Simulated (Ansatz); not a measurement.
C2H6SSi2 can be A, `[SiH3][SiH]1C=CS1`, or B, `C#C[SiH2]S[SiH3]`.

Computed with Ansatz on PBE0-D4/def2-TZVP structures; ΔE is electronic, products minus reactants. CBS: MP2 limit from def2 TZ/QZ plus the TZ coupled-cluster correction, frozen cores. Functionals use def2-TZVPP. B3LYP here is the variant with VWN-RPA as its local correlation; programs differ in this. One conformer a species, not always the lowest.

(1) Which is lower in electronic energy at CCSD(T)/CBS, and by how much? (Estimate.)

(2) Give E(B) − E(A) in kJ/mol with PBE0-D4, ωB97M-V, MP2/def2-TZVPP, B3LYP, CCSD/def2-TZVPP, HF/def2-TZVPP, CCSD(T)/def2-TZVPP. (Estimate.)

Largest T1 diagnostic: 0.014.

## Answers

(1) Computed: B, by 24.6 kJ/mol.

(2) Computed: PBE0-D4 10.9, ωB97M-V -20.6, MP2/def2-TZVPP -32.3, B3LYP -21.4, CCSD/def2-TZVPP -28.4, HF/def2-TZVPP -54.2, CCSD(T)/def2-TZVPP -23.8. The order is the other way round with PBE0-D4.

In def2-TZVPP, CCSD(T) changes the Hartree–Fock value by +30.4 kJ/mol (the triples alone add +4.6 kJ/mol) and MP2 by +21.9 kJ/mol.
